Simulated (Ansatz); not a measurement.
The cluster Si₅Mo₂⁺. Total charge 1; doublet. Geometry r2SCAN-D4/def2-SVP; atoms count from 1.

```xyz
7

Mo    1.8552   -0.2018   -1.7246
Mo    2.0949   -0.2683    0.4230
Si    0.4697    1.5106   -0.1172
Si   -2.1623   -1.1500    0.4828
Si   -0.3005   -0.8553   -0.8137
Si   -1.8060    1.1614    0.0928
Si   -0.1510   -0.1966    1.6569
```

In the def2 sets Mo takes a core potential; there is no spin–orbit coupling. The charge 1 doublet is spin-contaminated (final ⟨S²⟩ up to 2.30, 0.75 for a pure state). Another isomer (doublet) lies 0.96 eV lower at PBE0-D4/def2-TZVP; other spin states weren't run for this one.

Estimate the Mulliken populations from the PBE0/def2-TZVP orbitals of Ansatz.


```
atom  charge (e)  spin (α − β)  d electrons
 Mo1        0.40         -2.37         4.81
 Mo2        0.48          2.53         4.76
 Si3       -0.05          0.44            –
 Si4        0.10          0.38            –
 Si5       -0.03          0.03            –
 Si6        0.10          0.04            –
 Si7       -0.01         -0.04            –
```
Mulliken values depend strongly on the basis.

Where does the spin sit?

Summed by element: Mo 0.16, Si 0.84, of 1 unpaired in all. Largest on single atoms: Mo2 2.53, Mo1 -2.37, Si3 0.44.

And the Mayer bond orders between heavy atoms (over 0.3)?

Mo1–Mo2 2.51 (2.16 Å); Mo1–Si3 0.64 (2.73 Å); Mo1–Si5 0.98 (2.43 Å); Mo2–Si3 0.66 (2.47 Å); Mo2–Si5 0.39 (2.76 Å); Mo2–Si7 0.78 (2.56 Å); Si3–Si5 0.43 (2.58 Å); Si3–Si6 0.94 (2.31 Å); Si3–Si7 0.53 (2.54 Å); Si4–Si5 0.93 (2.29 Å); Si4–Si6 0.84 (2.37 Å); Si4–Si7 0.66 (2.52 Å); Si5–Si6 0.52 (2.67 Å); Si5–Si7 0.51 (2.56 Å); Si6–Si7 0.50 (2.65 Å).
